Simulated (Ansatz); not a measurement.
Born–Oppenheimer molecular dynamics of C₂H₅BOS (10 atoms, charge 0, multiplicity 1). It starts at the highest image of a converged band. Of that band: Neighbouring images differ by up to 2.7 eV, so the band resolves the path poorly. A vibrational analysis at the climbing image gives one clearly imaginary mode, 259i cm⁻¹: a first-order saddle point.

Theory: Ansatz 0.2.0, RKS BHLYP/def2-SVP.

```
ensemble                      : NVE (velocity Verlet)
time step                     : 0.5 fs
steps asked                   : 200
starting velocities drawn for : 300 K
seed                          : 10865
```

First frame:

```xyz
10
Properties=species:S:1:pos:R:3
O -0.560 1.463 1.374
C -0.240 0.385 0.304
B 0.104 -1.000 0.343
C 0.270 -0.968 -1.272
S -0.168 0.845 -1.403
H -0.534 2.341 0.976
H 0.132 1.422 2.042
H 0.250 -1.875 1.147
H -0.451 -1.550 -1.851
H 1.281 -1.114 -1.657
```

Question: How far do the bonds stretch over the last three quarters of this one trajectory? (Pairs bonded in most of those frames.)

Answer: 
```json
{"bond": "O1–C2", "mean (Å)": "1.523", "spread (Å)": "0.025", "shortest": "1.49", "longest": "1.57"}
{"bond": "O1–H6", "mean (Å)": "0.965", "spread (Å)": "0.004", "shortest": "0.96", "longest": "0.97"}
{"bond": "O1–H7", "mean (Å)": "0.966", "spread (Å)": "0.004", "shortest": "0.96", "longest": "0.97"}
{"bond": "C2–B3", "mean (Å)": "1.434", "spread (Å)": "0.015", "shortest": "1.41", "longest": "1.46"}
{"bond": "C2–S5", "mean (Å)": "1.782", "spread (Å)": "0.030", "shortest": "1.72", "longest": "1.82"}
{"bond": "B3–C4", "mean (Å)": "1.631", "spread (Å)": "0.049", "shortest": "1.54", "longest": "1.71"}
{"bond": "B3–H8", "mean (Å)": "1.198", "spread (Å)": "0.004", "shortest": "1.19", "longest": "1.20"}
{"bond": "C4–S5", "mean (Å)": "1.865", "spread (Å)": "0.017", "shortest": "1.84", "longest": "1.90"}
{"bond": "C4–H9", "mean (Å)": "1.093", "spread (Å)": "0.010", "shortest": "1.08", "longest": "1.11"}
{"bond": "C4–H10", "mean (Å)": "1.094", "spread (Å)": "0.014", "shortest": "1.07", "longest": "1.12"}
```

Mean temperature of the second half: 223 K. The conserved energy stayed within 0.066 meV per atom of its start (net change 0.053 meV per atom), so the integration is sound. A run of 0.1 ps of so small a system gives no equilibrium averages. The orbitals stay closed-shell, which can raise the energy where a bond breaks towards radicals; this wasn't checked here.

Time of the run: 5.6 min on 2 threads of AMD EPYC 9R14 (Zen 4) (shared host), peak memory 0.22 GiB.
